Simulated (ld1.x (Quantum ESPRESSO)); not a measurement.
# What one change does to a pseudopotential (manganese, ultrasoft)

Mn (Z = 25), ultrasoft, made with ld1.x (Quantum ESPRESSO) 7.5 (PBE, non-relativistic). Core [Ar], reference 3d5 4s2 4p0. Waves: 4s (bound): rcut 2.60, rcutus 2.85 bohr; 4s channel at 2.15 Ry: rcut 2.60, rcutus 2.85 bohr; 4p (bound, empty): rcut 2.55, rcutus 2.80 bohr; 4p channel at 1.15 Ry: rcut 2.55, rcutus 2.80 bohr; 3d (bound): rcut 1.55, rcutus 1.85 bohr; 3d channel at 2.25 Ry: rcut 1.55, rcutus 1.85 bohr. Local part: all-electron potential smoothed inside 2.05 bohr (lloc = -1). Core correction: none. Augmentation charge: PSQ, radius 1.20 bohr.

All-electron outer shells of the reference configuration (PBE, non-relativistic, ld1.x):

```json
{"shell": "3p", "level (eV)": "-54.29", "outermost node (bohr)": "0.31", "outermost maximum (bohr)": "0.75"}
{"shell": "3d", "level (eV)": "-7.01", "outermost node (bohr)": "–", "outermost maximum (bohr)": "0.76"}
{"shell": "4s", "level (eV)": "-5.03", "outermost node (bohr)": "1.06", "outermost maximum (bohr)": "2.54"}
{"shell": "4p", "level (eV)": "-1.39", "outermost node (bohr)": "1.16", "outermost maximum (bohr)": "3.43"}
```

Change: core correction a·sin(br)/r model core inside 1.34 bohr.

Cutoffs: the cutoffs (Ry, on a coarse ladder) from which the occupation-weighted sum of valence levels, in a spherical-Bessel basis at the reference potential, stays within 10 and 1 mRy of its value at 400 Ry; they do not see the model core or the augmentation charge, which bear on the density cutoff. Errors are all-electron minus pseudo energies relative to the spin-unpolarised reference configuration.

Question: Predict the effect on cutoff, ghosts and configuration errors.

Answer: The potential gets neither clearly harder nor softer (30 Ry and 50 Ry → 30 Ry and 50 Ry); of the 7 tests that both files solve, the error grows in 5 and shrinks in 2 by more than 15 % and 0.3 meV (median size 17.4 → 56.6 meV); neither file shows a bound ghost. A model core, the more so a compact one, raises the density cutoff, which this test does not measure.

```csv
quantity,base,changed
"cutoff, loose",30 Ry,30 Ry
"cutoff, tight",50 Ry,50 Ry
bound ghosts,none,none
"error for 3d5 4s1 4p0, meV [ΔE 8.31 eV]",+15,0.0
"error for 3d5 4s0 4p0, meV [ΔE 23.73 eV]",+154,-3.7
"error for 3d4 4s0 4p0, meV [ΔE 56.44 eV]",-17,-446
"error for 3d5 4s1 4p1, meV [ΔE 3.75 eV]",+7.6,-51
"error for 3d3 4s0 4p0, meV [ΔE 107.48 eV]",-1438,-2558
"error for 3d5 4s0 4p1, meV [ΔE 12.91 eV]",+24,-82
"error for 3d6 4s1 4p0, meV [ΔE -0.62 eV]",-8.7,-57
s: phases at 3.12 bohr within 0.05 rad from the reference energy up to (Ry; the scan ends near 5),2.8,2.8
p: phases at 3.12 bohr within 0.05 rad from the reference energy up to (Ry; the scan ends near 5),3.2,3.2
d: phases at 3.12 bohr within 0.05 rad from the reference energy up to (Ry; the scan ends near 5),4.6,4.6
lowest overlap eigenvalue by channel,"s 0.66, p 0.59, d 0.88","s 0.66, p 0.59, d 0.88"
```
